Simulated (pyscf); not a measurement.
Optimised with ωB97X-D3(BJ)/def2-SVP in PySCF. Singlets are restricted, triplets unrestricted.

Singlet (Å):
```xyz
11

Si    -1.9156    -0.1386    -1.4579
Te    -2.1841     2.1936    -0.6681
Sn     0.0031     2.6621     0.8527
Te     1.9771     1.0550    -0.0651
Si     1.4509     0.7353    -2.4643
H     -1.8678    -0.1895    -2.9452
H     -0.6724    -0.7260    -0.8918
H     -3.1011    -0.9058    -0.9843
H      0.2254     1.4984    -2.8209
H      2.6113     1.2464    -3.2457
H      1.2564    -0.7080    -2.7735
```

Triplet (Å):
```xyz
11

Si     2.2223    -0.1611    -0.6244
Te     1.0131     0.0604     1.5335
Sn    -1.0193    -1.3522     0.4734
Te    -2.6825    -0.0250    -1.1761
Si    -3.8087     0.9440     0.8140
H      3.4631     0.6619    -0.5361
H      2.5793    -1.5849    -0.8671
H      1.3652     0.3377    -1.7345
H     -2.8048     1.6198     1.6809
H     -4.4972    -0.1265     1.5844
H     -4.8086     1.9391     0.3296
```

For these two minima of H₃Si–Te–Sn:–Te–SiH₃, which spin state lies lower at ωB97X-D3(BJ)/def2-TZVP, and by how much (electronic energies)?

The singlet, by 34.8 kcal/mol. Zero-point energy shifts E(triplet) − E(singlet) by -0.4 kcal/mol. The 7 functionals that were run give +27.1 (M06-2X) to +35.6 kcal/mol (B3LYP-D3(BJ)). Other isomers of H₃Si–Te–Sn:–Te–SiH₃ [singlet] were not searched in full and may lie lower. 

E(triplet) − E(singlet) by level (kcal/mol):

```json
[
 {"level": "ωB97X-D3(BJ)/def2-TZVP", "gap": "+34.8"},
 {"level": "PBE/def2-TZVP", "gap": "+32.2"},
 {"level": "r²SCAN/def2-TZVP", "gap": "+30.3"},
 {"level": "B3LYP-D3(BJ)/def2-TZVP", "gap": "+35.6"},
 {"level": "PBE0-D3(BJ)/def2-TZVP", "gap": "+32.5"},
 {"level": "M06-2X/def2-TZVP", "gap": "+27.1"},
 {"level": "ωB97M-D3(BJ)/def2-TZVP", "gap": "+34.2"},
 {"level": "HF/def2-TZVP", "gap": "+18.9"}
]
```

The triplet is the lowest one reached from the SCF start used. Elements past Kr carry the def2 core potentials, without spin-orbit coupling.
